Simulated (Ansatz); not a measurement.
Level of theory: Ansatz (a quantum-chemistry and plane-wave program) with frozen-core CCSD(T)/cc-pVTZ // CAM-B3LYP-D3(BJ)/def2-TZVP.

Ansatz 0.2 input:
```yaml
crystal:
  periodic: [false, false, false]
  atoms:
    - { symbol: F, position_ang: [-1.039081, -1.373936, 0.006146] }
    - { symbol: Ga, position_ang: [-0.000017, -0.000034, 0.0007] }
    - { symbol: F, position_ang: [1.709308, -0.212855, -0.015357] }
    - { symbol: F, position_ang: [-0.670209, 1.586825, 0.00851] }
basis:
  gaussian: { orbitals: cc-pVTZ }
correlation:
  method: ccsd_t
```

Output:

```
Functional definition: HF
862 factors; integrals over basis functions are off by at most 9.6e-4 eV
mean field evaluation 1: about -60456.0106 eV, gradient 4.8e1 eV
mean field evaluation 2: about -60456.0795 eV, gradient 4.8e1 eV
mean field evaluation 4: about -60459.4968 eV, gradient 1.5e0 eV
mean field evaluation 8: about -60459.5150 eV, gradient 1.2e-1 eV
mean field evaluation 16: about -60457.9499 eV, gradient 3.5e1 eV
mean field -60459.51509122 eV, -2221.8461986711 hartree, gradient 1.9e-6 eV, S^2 0.000000; 0 other end points of the search recorded, 0 dependent functions left out
12 core orbitals not correlated
reference -60459.51509122 eV, -2221.8461986711 hartree; 17, 17 occupied and 104, 104 virtual orbitals, 862 factors
second order -24.80964592 eV of doubles, -0.00000000 eV of singles
cycle   1  -23.89941310 eV  change    9.1e-1 eV  update   1.2e-1
cycle   2  -24.47434443 eV  change   -5.7e-1 eV  update   3.6e-2
cycle   3  -24.59861438 eV  change   -1.2e-1 eV  update   1.8e-2
cycle   4  -24.57979972 eV  change    1.9e-2 eV  update   4.5e-3
cycle   5  -24.57411629 eV  change    5.7e-3 eV  update   1.5e-3
cycle   6  -24.57537495 eV  change   -1.3e-3 eV  update   4.9e-4
cycle   7  -24.57529460 eV  change    8.0e-5 eV  update   1.3e-4
cycle   8  -24.57513958 eV  change    1.6e-4 eV  update   3.9e-5
cycle   9  -24.57515444 eV  change   -1.5e-5 eV  update   1.1e-5
perturbative correction -0.81207420 eV, -0.0298431762 hartree
Total energy: -60484.90231985 eV, -2222.7791621152 hartree
```

Cost: very roughly 40 core-seconds.
